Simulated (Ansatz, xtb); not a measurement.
Redistribution: C3H6F2O + C2H3I → C3H7FO + C2H2FI

Species: C3H6F2O `CC(O)(F)CF`, singlet; C2H3I (vinyl iodide) `C=CI`, singlet; C3H7FO `CC(O)CF`, singlet; C2H2FI `F/C=C/I`, singlet. The partners trade F for H; both sit on C, so the bond types are kept.

Shapes, held fixed at every level: PBE0-D4/def2-TZVP. Flexible molecules stand in one conformer, not always the lowest. Programs: Ansatz 0.2.0, xtb 6.7.1. Electronic energies: no zero-point or thermal term.

| level | kind | ΔE (kJ/mol) | less CCSD(T)/def2-TZVPP |
| --- | --- | --- | --- |
| GFN0-xTB | semi-empirical | +32.6 | -21.7 |
| HF/def2-TZVPP | Hartree–Fock | +56.9 | +2.6 |
| PBE-D4/def2-TZVPP | GGA | +47.3 | -7.0 |
| r2SCAN-D4/def2-TZVPP | meta-GGA | +55.7 | +1.4 |
| PBE0-D4/def2-TZVPP | global hybrid | +50.0 | -4.3 |
| wB97M-V/def2-TZVPP | range-separated hybrid | +54.0 | -0.3 |
| MP2/def2-TZVPP | perturbation theory | +54.7 | +0.4 |
| CCSD/def2-TZVPP | coupled cluster or CI | +54.0 | -0.3 |
| CCSD(T)/def2-TZVPP | coupled cluster or CI | +54.3 | 0.0 |

The highest level, CCSD(T)/def2-TZVPP, gives ΔE = +54.3 kJ/mol; the levels span +32.6 to +56.9. The column of differences is taken from that level and isn't an error. No measured value is set beside it here. For atoms past krypton def2 sets carry core potentials with scalar relativity. Outer-core shells of I are correlated, in sets that cover them unevenly.
